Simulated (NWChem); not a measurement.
Species: CrO₂Cl₂; SMILES [Cl][Cr](=[O])(=[O])[Cl]

```xyz
5

Cr     0.0000     0.0000     0.3395
O      0.0000    -1.2396     1.2279
O      0.0000     1.2396     1.2279
Cl     1.7464     0.0000    -0.8481
Cl    -1.7464     0.0000    -0.8481
```
Atoms are numbered in this order, from 1.

Level: PBE0/def2-SVP (NWChem), optimised geometry, unscaled harmonic frequencies. 

```tsv
frequency (cm⁻¹)	IR intensity (km/mol)
141	0.0
227	0.9
245	0.0
281	0.2
380	6.7
499	11.0
510	107.5
1171	144.7
1173	97.4
```

| Quantity | Value |
|---|---|
| zero-point energy | 6.6 kcal/mol |
| thermal correction to the enthalpy at 298.15 K (with zero-point energy) | 10.8 kcal/mol |
| heat capacity Cv | 17.6 cal/(mol K) |
| entropy at 298.15 K and 1 atm (symmetry number 2) | 77.9 cal/(mol K) |
| dipole moment | 0.56 D |

Rigid rotor and harmonic oscillator.
